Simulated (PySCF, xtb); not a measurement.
Al(F)(OH)(OSiH3) (AlFH4O2Si), SMILES [OH][Al]([F])[O][SiH3].

GFN2-xTB in xtb at its own geometry gives an orbital gap of 3.91 eV and a dipole moment of 1.87 D.

Geometry optimised at PBE-D3(BJ)/def2-SVP. The structure was generated by enumeration; whether it is a known compound was not checked. The values are those of a single conformer.

### Question
What does M06-2X/def2-TZVP (PySCF) give? (Estimate from the structure and the level; the computed values follow.)

### Answer
gap 9.79 eV (levels -10.27 and -0.48 eV), dipole 0.90 D.
